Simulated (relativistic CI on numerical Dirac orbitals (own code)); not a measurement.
## L2,3 absorption of iron in several valence states

Computed multiplet spectra 2p⁶3dⁿ → 2p⁵3dⁿ⁺¹ (Dirac-Coulomb-Breit ions, Slater integrals scaled by 0.8, an assumed crystal field that grows with the charge, no charge transfer; 300 K; Lorentzian 0.4 eV and Gaussian 0.3 eV FWHM at both edges, so that L2 comes out sharper than in experiment). Peaks over 5 % are given in eV from the highest peak in the L3 region of each spectrum (height, largest 100). S of the lowest state is read from ⟨S²⟩, and the branching ratio is the share of L3, cut at the minimum between the edges.

Field parameters in Wybourne normalisation: Oh B⁴₀ = 21Dq, B⁴₄ = √(5/14) B⁴₀. The field is a parameter set, without covalency.

- Fe²⁺ (d6, Oh, 10Dq = 17750 cm⁻¹): S = 0.02, low spin, branching ratio 0.65; peaks -2.0 (7), 0.0 (100), 2.0 (29), 12.1 (51), 13.4 (14)
- Fe³⁺ (d5, Oh, 10Dq = 22950 cm⁻¹): S = 2.50, high spin, branching ratio 0.77; peaks -2.9 (43), 0.0 (100), 1.4 (23), 3.6 (7), 10.4 (13), 12.2 (9), 13.3 (15), 14.6 (11)
- Fe⁴⁺ (d4, Oh, 10Dq = 28100 cm⁻¹): S = 1.07, low spin, branching ratio 0.67; peaks -5.5 (45), -3.3 (54), -1.8 (98), -1.0 (90), 0.0 (100), 1.6 (26), 8.5 (19), 9.8 (55), 10.9 (70), 12.9 (22), 14.0 (14), 15.3 (6)
- Fe⁵⁺ (d3, Oh, 10Dq = 33300 cm⁻¹): S = 1.50, branching ratio 0.58; peaks -4.4 (41), -2.0 (47), -0.6 (67), 0.0 (72), 0.9 (65), 1.5 (66), 4.9 (9), 5.8 (7), 7.3 (7), 8.6 (19), 9.6 (44), 10.9 (100), 12.2 (34), 13.3 (32), 14.1 (42)

The centroid of the whole edge, which also moves with the branching ratio, lies at 714.9 (Fe²⁺), 716.2 (Fe³⁺), 720.6 (Fe⁴⁺), 726.1 (Fe⁵⁺) eV in this ionic model, in steps of 1.3 to 5.5 eV. Compounds show about 1 to 2 eV a unit and lower energies for the high valences, since ligands screen the charge. The multiplet shape follows the d count and the spin state, and so serves as a fingerprint of valence.
